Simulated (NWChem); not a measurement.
System: C$_{4}$H$_{7}$F; SMILES C(C)C(F)=C

Parts of the log:

```
             Northwest Computational Chemistry Package (NWChem) 7.3.0
             --------------------------------------------------------

 C1  symmetry detected

                             Geometry "geometry" -> ""
                             -------------------------

 Output coordinates in angstroms (scale by  1.889725989 to convert to a.u.)

  No.       Tag          Charge          X              Y              Z
 ---- ---------------- ---------- -------------- -------------- --------------
    1 C                    6.0000    -0.83905416     1.62757175    -0.24537058
    2 C                    6.0000    -0.06800570     0.59727258     0.09284741
    3 F                    9.0000     1.26715197     0.73019968     0.05944271
    4 C                    6.0000    -0.48483498    -0.76822549     0.52254101
    5 C                    6.0000     0.06075978    -1.87157174    -0.37910829
    6 H                    1.0000    -0.39599335     2.57984495    -0.54136012
    7 H                    1.0000    -1.92423820     1.52933606    -0.22543187
    8 H                    1.0000    -1.58351301    -0.80109979     0.56482007
    9 H                    1.0000    -0.12161938    -0.92458842     1.55412991
   10 H                    1.0000     1.15876241    -1.83123726    -0.42435064
   11 H                    1.0000    -0.22757957    -2.86389449    -0.00265123
   12 H                    1.0000    -0.32337626    -1.77044076    -1.40559783

 Effective nuclear repulsion energy (a.u.)     175.4835535104

                                 NWChem DFT Module
                                 -----------------

 Summary of "ao basis" -> "ao basis" (spherical)
 ------------------------------------------------------------------------------
       Tag                 Description            Shells   Functions and Types
 ---------------- ------------------------------  ------  ---------------------
 C                         def2-tzvp                11       31   5s3p2d1f
 F                         def2-tzvp                11       31   5s3p2d1f
 H                         def2-tzvp                 4        6   3s1p

            General Information
            -------------------
          SCF calculation type: DFT
          Wavefunction type:  closed shell.
          No. of atoms     :    12
          No. of electrons :    40
           Alpha electrons :    20
            Beta electrons :    20
          Charge           :     0
          Spin multiplicity:     1
          Use of symmetry is: off; symmetry adaption is: off
          Maximum number of iterations: 150
          AO basis - number of functions:   197
                     number of shells:    83
          Convergence on energy requested:  1.00D-06
          Convergence on density requested:  1.00D-05
          Convergence on gradient requested:  5.00D-04

              XC Information
              --------------
                     Hartree-Fock (Exact) Exchange  1.000
                   CAM-Becke88 Exchange Functional  1.000
                      VWN V Correlation Functional  0.190 local
              Lee-Yang-Parr Correlation Functional  0.810

           Range-Separation Parameters
           ---------------------------
           Alpha           :  0.19
           Beta            :  0.46
           Gamma           :  0.33
           Short-Range HF  :     F

             Grid Information
             ----------------
          Grid used for XC integration:  medium
          Radial quadrature: Mura-Knowles
          Angular quadrature: Lebedev.
          Tag              B.-S. Rad. Rad. Pts. Rad. Cut. Ang. Pts.
          ---              ---------- --------- --------- ---------
          C                   0.70       49          12.0       434
          F                   0.50       49          11.0       434
          H                   0.35       45          13.0       434
          Grid pruning is: on
          Number of quadrature shells:   560
          Spatial weights used:  Erf1

      Superposition of Atomic Density Guess
      -------------------------------------

 Sum of atomic energies:        -253.60205558

      Non-variational initial energy
      ------------------------------

 Total energy =    -256.496443
 1-e energy   =    -692.260080
 2-e energy   =     260.280083
 HOMO         =      -0.293132
 LUMO         =       0.033555

     ---------------------------------------------
      Total Density - Mulliken Population Analysis
     ---------------------------------------------

    Atom       Charge   Shell Charges
 -----------   ------   -------------------------------------------------------
    1 C    6     6.60   0.86  1.12  0.57  0.66  0.12  1.30  1.39  0.54  0.01  0.02  0.01
    2 C    6     5.40   0.86  1.12  0.54  0.56  0.05  0.98  0.99  0.12  0.03  0.12  0.02
    3 F    9     9.35   0.77  1.20  0.61  1.00  0.31  2.32  2.30  0.83  0.00  0.01  0.00
    4 C    6     6.34   0.86  1.12  0.54  0.66  0.10  1.23  1.36  0.37  0.02  0.07  0.00
    5 C    6     6.49   0.86  1.12  0.55  0.66  0.13  1.26  1.41  0.44  0.01  0.04  0.00
    6 H    1     0.83   0.23  0.44  0.13  0.02
    7 H    1     0.82   0.23  0.44  0.12  0.02
    8 H    1     0.84   0.24  0.45  0.13  0.02
    9 H    1     0.84   0.24  0.45  0.13  0.02
   10 H    1     0.83   0.24  0.45  0.12  0.02
   11 H    1     0.83   0.24  0.45  0.12  0.02
   12 H    1     0.84   0.24  0.45  0.13  0.02

   convergence    iter        energy       DeltaE   RMS-Dens  Diis-err
 ---------------- ----- ----------------- --------- --------- ---------
 d= 0,ls=0.0,diis     1   -256.3707026769 -4.32D+02  3.66D-03  9.14D-01
 d= 0,ls=0.0,diis     2   -256.4097162568 -3.90D-02  1.68D-03  4.58D-01
 d= 0,ls=0.0,diis     3   -256.4416613060 -3.19D-02  5.94D-04  8.37D-02
 d= 0,ls=0.0,diis     4   -256.4488978783 -7.24D-03  7.94D-05  6.54D-04
 d= 0,ls=0.0,diis     5   -256.4489481062 -5.02D-05  3.38D-05  9.18D-05
  Resetting Diis
 d= 0,ls=0.0,diis     6   -256.4489576337 -9.53D-06  1.01D-05  7.04D-06
 d= 0,ls=0.0,diis     7   -256.4489583686 -7.35D-07  6.80D-06  1.46D-06

         Total DFT energy =     -256.448958368635
      One electron energy =     -696.679941024377
           Coulomb energy =      299.410000083240
    Exchange-Corr. energy =      -34.662570937894
 Nuclear repulsion energy =      175.483553510396

 Numeric. integr. density =       39.999995781948

                       DFT Final Molecular Orbital Analysis
                       ------------------------------------

 Vector   18  Occ=2.000000D+00  E=-4.211674D-01
              MO Center= -7.0D-02, -1.1D+00,  4.3D-02, r^2= 2.8D+00
   Bfn.  Coefficient  Atom+Function         Bfn.  Coefficient  Atom+Function
  ----- ------------  ---------------      ----- ------------  ---------------
    99      0.208497   4 C  px              130     -0.209295   5 C  px
   169     -0.182563   8 H  s               181     -0.182204  10 H  s
   133     -0.147542   5 C  px              102      0.146131   4 C  px
    69      0.125721   3 F  py              180     -0.124923  10 H  s
   168     -0.123973   8 H  s               170     -0.113743   8 H  s

 Vector   19  Occ=2.000000D+00  E=-4.147039D-01
              MO Center= -1.2D-01, -6.7D-01,  2.1D-02, r^2= 3.6D+00
   Bfn.  Coefficient  Atom+Function         Bfn.  Coefficient  Atom+Function
  ----- ------------  ---------------      ----- ------------  ---------------
    38      0.193349   2 C  py              100     -0.169081   4 C  py
    69     -0.161751   3 F  py              193      0.145574  12 H  s
   175      0.141403   9 H  s                41      0.139093   2 C  py
   101      0.139072   4 C  pz              131      0.137768   5 C  py
     7     -0.133283   1 C  py              132     -0.133464   5 C  pz

 Vector   20  Occ=2.000000D+00  E=-3.176098D-01
              MO Center= -3.8D-01,  1.0D+00, -6.0D-02, r^2= 2.1D+00
   Bfn.  Coefficient  Atom+Function         Bfn.  Coefficient  Atom+Function
  ----- ------------  ---------------      ----- ------------  ---------------
     8      0.290868   1 C  pz               11      0.247378   1 C  pz
    39      0.242561   2 C  pz               42      0.209899   2 C  pz
    14      0.194454   1 C  pz               70     -0.173248   3 F  pz
   129      0.151990   5 C  s                73     -0.136888   3 F  pz
    76     -0.124910   3 F  pz              176     -0.102295   9 H  s

 Vector   21  Occ=0.000000D+00  E= 5.475698D-02
              MO Center= -4.3D-01,  3.7D-01,  1.2D-01, r^2= 5.2D+00
   Bfn.  Coefficient  Atom+Function         Bfn.  Coefficient  Atom+Function
  ----- ------------  ---------------      ----- ------------  ---------------
   129      1.540033   5 C  s                98      1.335205   4 C  s
   176     -0.955268   9 H  s               188     -0.743849  11 H  s
    36     -0.662912   2 C  s                14     -0.596363   1 C  pz
   194     -0.513494  12 H  s                44      0.491286   2 C  py
   170     -0.435639   8 H  s                45      0.379812   2 C  pz

 Vector   22  Occ=0.000000D+00  E= 7.895464D-02
              MO Center= -9.1D-01, -5.2D-01,  7.5D-02, r^2= 7.1D+00
   Bfn.  Coefficient  Atom+Function         Bfn.  Coefficient  Atom+Function
  ----- ------------  ---------------      ----- ------------  ---------------
    98      4.164627   4 C  s               129      1.732781   5 C  s
   170     -1.713094   8 H  s                36     -1.259809   2 C  s
   176     -1.112491   9 H  s               194     -1.098062  12 H  s
   182     -0.966736  10 H  s               164     -0.921297   7 H  s
   188     -0.872836  11 H  s                44      0.736121   2 C  py

 Vector   23  Occ=0.000000D+00  E= 1.094230D-01
              MO Center= -5.8D-01, -9.6D-01, -3.2D-01, r^2= 9.5D+00
   Bfn.  Coefficient  Atom+Function         Bfn.  Coefficient  Atom+Function
  ----- ------------  ---------------      ----- ------------  ---------------
   129      5.890305   5 C  s                98     -4.643893   4 C  s
   182     -1.750796  10 H  s               164      1.521401   7 H  s
   194     -1.520187  12 H  s               188     -1.408368  11 H  s
   170      1.264708   8 H  s                 5     -0.924713   1 C  s
    12      0.765180   1 C  px              107      0.740186   4 C  pz

     ---------------------------------------------
      Total Density - Mulliken Population Analysis
     ---------------------------------------------

    Atom       Charge   Shell Charges
 -----------   ------   -------------------------------------------------------
    1 C    6     6.34   0.85  1.12  0.53  0.63  0.13  1.35  1.17  0.53  0.01  0.02  0.00
    2 C    6     5.76   0.85  1.12  0.55  0.56  0.08  1.27  1.00  0.13  0.04  0.14  0.02
    3 F    9     9.21   0.77  1.20  0.62  0.96  0.36  2.29  2.10  0.89  0.00  0.01  0.00
    4 C    6     6.19   0.85  1.12  0.50  0.66  0.09  1.35  1.18  0.34  0.02  0.07  0.01
    5 C    6     6.36   0.85  1.12  0.51  0.63  0.16  1.35  1.24  0.45  0.02  0.03  0.00
    6 H    1     0.87   0.27  0.47  0.10  0.02
    7 H    1     0.87   0.27  0.48  0.10  0.02
    8 H    1     0.89   0.27  0.49  0.11  0.02
    9 H    1     0.89   0.27  0.48  0.11  0.02
   10 H    1     0.87   0.27  0.47  0.10  0.02
   11 H    1     0.88   0.27  0.48  0.11  0.02
   12 H    1     0.88   0.27  0.48  0.11  0.02

     -------------------------------------------
      Total Density - Lowdin Population Analysis
     -------------------------------------------

    Atom       Charge   Shell Charges
 -----------   ------   -------------------------------------------------------
    1 C    6     6.22   0.91  1.04  0.36  0.36  0.18  1.15  1.34  0.65  0.02  0.19  0.03
    2 C    6     6.33   0.91  1.03  0.35  0.31  0.16  1.08  1.15  0.51  0.05  0.65  0.11
    3 F    9     8.82   0.86  1.10  0.59  0.67  0.36  2.15  2.10  0.96  0.00  0.03  0.00
    4 C    6     6.26   0.91  1.04  0.34  0.32  0.16  1.15  1.34  0.57  0.03  0.36  0.04
    5 C    6     6.31   0.91  1.04  0.36  0.35  0.17  1.15  1.39  0.64  0.02  0.24  0.02
    6 H    1     0.87   0.25  0.39  0.17  0.06
    7 H    1     0.87   0.25  0.39  0.17  0.06
    8 H    1     0.85   0.25  0.39  0.16  0.06
    9 H    1     0.85   0.25  0.38  0.16  0.06
   10 H    1     0.87   0.25  0.39  0.17  0.06
   11 H    1     0.88   0.25  0.40  0.17  0.06
   12 H    1     0.88   0.25  0.40  0.17  0.06

     Multipole analysis of the density
     ---------------------------------

     L   x y z        total         alpha         beta         nuclear
     -   - - -        -----         -----         ----         -------
     0   0 0 0      0.000000    -20.000000    -20.000000     40.000000

     1   1 0 0     -0.500352     -0.250176     -0.250176     -0.000000
     1   0 1 0     -0.321110     -0.160555     -0.160555      0.000000
     1   0 0 1      0.077835      0.038918      0.038918     -0.000000

     2   2 0 0    -23.433921    -61.741019    -61.741019    100.048117
     2   1 1 0     -0.558850      3.360533      3.360533     -7.279916
     2   1 0 1     -0.006150      0.451916      0.451916     -0.909983
     2   0 2 0    -22.315147   -140.736593   -140.736593    259.158039
     2   0 1 1     -0.785399     -0.068152     -0.068152     -0.649095
     2   0 0 2    -23.750163    -26.479691    -26.479691     29.209220
```

Level: CAM-B3LYP/def2-TZVP. Geometry: optimised at PBE0/def2-SVP.

**Question.** Write an input that gives this output.

**Answer.** This is not unique; one that fits is the input that was run:
```
start job
memory heap 200 mb stack 900 mb global 1100 mb
geometry units angstroms noautoz
  C     -0.980138     1.556322    -0.170287
  C     -0.101362     0.582677     0.053748
  F      1.201578     0.798575    -0.185348
  C     -0.358312    -0.798421     0.553261
  C      0.113504    -1.881232    -0.412621
  H     -0.650125     2.529109    -0.538409
  H     -2.040873     1.390500     0.016840
  H     -1.433177    -0.899470     0.764012
  H      0.167555    -0.913239     1.518057
  H      1.186767    -1.772834    -0.626256
  H     -0.049047    -2.882831     0.011573
  H     -0.428636    -1.822751    -1.368724
end
basis spherical
  * library def2-tzvp
end
dft
  xc xcamb88 1.00 lyp 0.81 vwn_5 0.19 hfexch 1.00
  cam 0.33 cam_alpha 0.19 cam_beta 0.46
  iterations 150
  semidirect filesize 400000000
  mulliken
end
task dft energy
```
